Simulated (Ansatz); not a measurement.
CH5B2N. The species carries charge 0 and has multiplicity 1. The bonds changed during the relaxation, so this is another structure than the one it started from. Geometry: relaxed with PBE0-D4/def2-TZVP.

```xyz
9

B    -0.103   -0.647    1.004
C    -0.704   -0.458   -0.317
B     0.602    0.545   -0.022
N     0.301   -0.115   -1.284
H     1.168   -0.486    0.812
H    -0.454   -0.763    2.127
H    -1.742   -0.204   -0.509
H     0.952    1.649    0.231
H    -0.018    0.479   -2.040
```

**Question.** What is the dipole moment at r2SCAN/def2-TZVPP? (Best estimate.)

**Answer.** Computed: 1.58 D, with components (-0.68, 1.20, -0.78) D in this frame, pointing from negative to positive charge.

**Question.** And with PBE, B3LYP, ωB97M-V? (An estimate is asked.)

**Answer.** Computed: PBE 1.58 D, B3LYP 1.53 D, ωB97M-V 1.52 D.

**Question.** Give the Mulliken charges with r2SCAN, B3LYP, ωB97M-V in def2-TZVPP. (Best estimate.)

**Answer.** The calculation gave: 
```json
{"atom": "B1", "r2SCAN": "-0.17", "B3LYP": "-0.20", "ωB97M-V": "-0.25"}
{"atom": "C2", "r2SCAN": "0.02", "B3LYP": "0.00", "ωB97M-V": "-0.04"}
{"atom": "B3", "r2SCAN": "0.13", "B3LYP": "0.08", "ωB97M-V": "0.00"}
{"atom": "N4", "r2SCAN": "-0.25", "B3LYP": "-0.24", "ωB97M-V": "-0.22"}
{"atom": "H5", "r2SCAN": "-0.02", "B3LYP": "-0.02", "ωB97M-V": "0.04"}
{"atom": "H6", "r2SCAN": "0.03", "B3LYP": "0.05", "ωB97M-V": "0.11"}
{"atom": "H7", "r2SCAN": "0.09", "B3LYP": "0.12", "ωB97M-V": "0.13"}
{"atom": "H8", "r2SCAN": "0.02", "B3LYP": "0.05", "ωB97M-V": "0.10"}
{"atom": "H9", "r2SCAN": "0.15", "B3LYP": "0.15", "ωB97M-V": "0.12"}
```

B3LYP here is the variant with VWN-RPA as its local correlation; programs differ in this.
